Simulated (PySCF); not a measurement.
Zn(Et)(OH) cation (C₂H₆OZn), SMILES C[CH2][Zn][OH] (connectivity only; charge and spin as stated), charge +1, multiplicity 2.

Coordinates come from a ωB97X-D3(BJ)/def2-SVP optimisation. The spin state was assumed, not searched. The isomer is the one that the SMILES or the coordinates give; other isomers of the formula were not compared. Other conformers were not sampled.

Method: PySCF 2.14.0 with IEF-PCM-PBE0/def2-SVP.

The values are the electrostatic part of the solvation free energy, E(continuum) − E(gas) at the gas-phase geometry, in a cavity of scaled van der Waals radii (PySCF's table); cavitation and dispersion terms are not included. A continuum can't describe solvent molecules that bind to the metal.

```tsv
solvent	ε	ΔG(elec) (kcal/mol)
water	78.36	-84.8
1-octanol	9.86	-75.4
ethanol	24.85	-81.8
```
